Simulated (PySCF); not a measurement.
CH₃O₃S, SMILES CS(=O)(=O)[O-], charge -1. Heavy atoms are numbered as in [O:1]=[S:2](=[O:3])([O-:4])[CH3:5]. Hydrogens are named by the atom that carries them.

Geometry optimised at PBE0-D3(BJ)/def2-SVPD.

All values below come from PBE/pcSseg-1 (PySCF).

GIAO shieldings, no solvent; atoms alike by connectivity are averaged. δ = σ(ref) − σ: ¹⁷O against H2O (σ = 334.3 ppm); ³³S against H2S (σ = 706.5 ppm); ¹³C against TMS (σ = 182.0 ppm); ¹H against TMS (σ = 31.49 ppm), references at their B3LYP-D3(BJ)/def2-TZVP geometries, non-relativistic.

Computed chemical shifts:
```tsv
nucleus	atoms	count	δ (ppm)
¹⁷O	O1	3	259.3
³³S	S2	1	534.9
¹³C	C5 (CH3)	1	47.5
¹H	H on C5	3	2.13
```
